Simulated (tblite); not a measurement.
Species: C₅H₁₁N₂PSi.
Structure used (GFN2-xTB), in Å, numbered top down from 1:
```xyz
20
C5H11N2PSi angstrom
N     -2.3164    0.3587    2.4840
C     -2.1048   -0.0237    1.4273
C     -1.8122   -0.4957    0.0990
C     -1.3702    0.6713   -0.8143
C      0.0518    0.2768   -1.2477
N      0.5441   -0.5950   -0.2048
Si     1.6942   -0.1481    1.0021
P      3.2927    1.1659    0.1408
C     -0.5785   -1.4355    0.1247
H     -2.6958   -1.0121   -0.2850
H     -2.0359    0.7947   -1.6668
H     -1.3517    1.6054   -0.2511
H      0.7049    1.1376   -1.3837
H      0.0115   -0.2840   -2.1910
H      2.3068   -1.4186    1.3982
H      1.1464    0.5539    2.1730
H      2.4759    2.2581   -0.0853
H      3.1694    0.7273   -1.1631
H     -0.4400   -1.9213    1.0884
H     -0.6975   -2.2049   -0.6480
```

Method: GFN2-xTB as coded in tblite; computed harmonic values from a numerical Hessian at the method's own geometry, unscaled. The method is semi-empirical: single wavenumbers can be off by several per cent or more. Modes of hydrogen on phosphorus and silicon can be 10 to 20 % off. One conformer, not necessarily the lowest.

Harmonic wavenumbers (cm⁻¹): 31.3, 45.2, 72.3, 123.2, 135.3, 171.4, 223.3, 272.8, 335.5, 449.9, 462.2, 480.8, 532.7, 562.9, 587.0, 645.8, 661.9, 705.7, 729.0, 767.5, 789.9, 842.7, 873.3, 964.0, 996.4, 1005.9, 1062.0, 1072.8, 1110.6, 1148.2, 1149.6, 1154.7, 1171.0, 1204.3, 1266.3, 1289.5, 1297.6, 1308.9, 1317.5, 1473.9, 1478.8, 1488.9, 2176.3, 2236.5, 2303.3, 2394.5, 2406.5, 2892.1, 2902.4, 2952.9, 2992.7, 3002.1, 3015.1, 3021.2.

A = 2094, B = 680.2, C = 617.2 MHz; mass 158.043 u (most abundant isotopes); point group C1, symmetry number 1.

Question: What is the zero-point energy?

Answer: ½Σν̃ = 32879 cm⁻¹ = 393.32 kJ/mol.

Question: What is S at 350 K and 1 bar for an ideal gas of classical rigid rotors and harmonic oscillators?

Answer: Translation 175.33, rotation 128.70, vibration 170.40: S = 474.4 J/(mol K).

Question: And Cp and H(350 K) − H(0)?

Answer: Cp = 200.98 J/(mol K), of which vibrations give 167.72 (their classical limit is 54 R = 449.0); H(350 K) − H(0) = 41.45 kJ/mol without the zero-point energy, 29.81 from vibrations.

Question: Blend soft modes into free rotors: weight 1/[1 + (100 cm⁻¹/ν̃)⁴] for the oscillator and the rest for a rotor with moment μB/(μ + B), μ = h/(8π²ν), B = 10⁻⁴⁴ kg m². What vibrational entropy results?

Answer: 151.67 J/(mol K) in place of 170.40, which changes −T·S at 350 K by +6.55 kJ/mol.

Question: Which modes carry the vibrational entropy at 350 K?

Answer: 31.3 cm⁻¹: 25.37; 45.2 cm⁻¹: 22.32; 72.3 cm⁻¹: 18.43; 123.2 cm⁻¹: 14.06; 135.3 cm⁻¹: 13.30; 171.4 cm⁻¹: 11.40 J/(mol K); the other 48 give 65.52 together.

Question: How do the functions run with temperature in this model?

Answer: 
```
 T (K)  S (J/(mol K))  Cp (J/(mol K))  H − H(0) (kJ/mol)  G − H(0) (kJ/mol)  ln q(vib)
    50          261.5            62.3               2.34             -10.73       1.03
   100          312.0            84.9               6.05             -25.15       2.69
298.15          444.2           176.6              31.66            -100.78       8.73
373.15          487.6           211.3              46.22            -135.73      10.93
   500          556.6           260.7              76.29            -202.02      14.60
   750          676.3           328.7             150.63            -356.57      21.57
  1000          777.2           372.2             238.61            -538.60      28.01
```

q(vib) and H(0) count from the zero-point level.

Hindered rotation and anharmonicity are outside this model. Other conformers, if any are populated, would add a mixing term that is left out. The structure is chiral; the term R ln 2 for an equal mix with its mirror image is left out.
